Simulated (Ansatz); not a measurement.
```yaml
crystal:
  periodic: [false, false, false]
  atoms:
    - {symbol: N, position_ang: [-0.633783, 1.317108, 0.005702]}
    - {symbol: Sn, position_ang: [0.277211, -0.254325, 0.362087]}
    - {symbol: O, position_ang: [1.292299, -0.579046, -1.175612]}
    - {symbol: F, position_ang: [-0.860076, -1.789165, 0.321859]}
    - {symbol: H, position_ang: [-1.254685, 1.804073, 0.659645]}
    - {symbol: H, position_ang: [-1.129324, 1.470365, -0.804539]}
    - {symbol: H, position_ang: [1.155987, -0.259263, 1.772587]}
    - {symbol: H, position_ang: [1.417125, -1.397285, -1.555030]}
basis:
  gaussian: {orbitals: def2-SVP}
hamiltonian: {xc: {name: r2SCAN0}, dispersion: d3bjatm}
output: {forces: true}
```

```sh
$ ansatz run in.yaml --threads 2 --pin off --events-out ev --progress --plain --max-ram 4352MiB
```

Shortened log:

```
Functional definition: r2SCAN0
945 factors; integrals over basis functions are off by at most 1.4e-3 eV
mean field evaluation 1: about -12133.2430 eV, gradient 7.4e1 eV
mean field evaluation 2: about -12122.9053 eV, gradient 1.0e2 eV
mean field evaluation 4: about -12142.9842 eV, gradient 4.9e0 eV
mean field evaluation 8: about -12143.1834 eV, gradient 2.0e-1 eV
mean field evaluation 16: about -12143.1835 eV, gradient 2.3e-5 eV
mean field -12143.18348039 eV, -446.2537619590 hartree, gradient 2.3e-5 eV, S^2 0.000000; 0 other end points of the search recorded, 0 dependent functions left out
reference -12143.18348989 eV, -446.2537623081 hartree; 25, 25 occupied and 63, 63 virtual orbitals, 945 factors
Total energy: -12143.22558267 eV, -446.2553091892 hartree
Atom 0 at    -0.633783     1.317108     0.005702 Å, force    -2.043701     3.961272     1.811873 eV/Å
Atom 1 at     0.277211    -0.254325     0.362087 Å, force     1.105060    -2.571030     2.001770 eV/Å
Atom 2 at     1.292299    -0.579046    -1.175612 Å, force     1.026491     2.503549    -0.823923 eV/Å
Atom 3 at    -0.860076    -1.789165     0.321859 Å, force    -0.556009    -0.658890     0.148865 eV/Å
Atom 4 at    -1.254685     1.804073     0.659645 Å, force     0.840656    -0.435244     0.361029 eV/Å
Atom 5 at    -1.129324     1.470365    -0.804539 Å, force    -0.842256    -0.031137    -2.909936 eV/Å
Atom 6 at     1.155987    -0.259263     1.772587 Å, force     0.175571    -0.048025     0.470084 eV/Å
Atom 7 at     1.417125    -1.397285    -1.555030 Å, force     0.294187    -2.720494    -1.059761 eV/Å
Dipole moment:    -0.064422     0.325908     0.185190 e Å
```

It took 3 s on 2 threads of an Arm Neoverse V2 on a shared host, with 0.38 GiB of host memory at the peak.
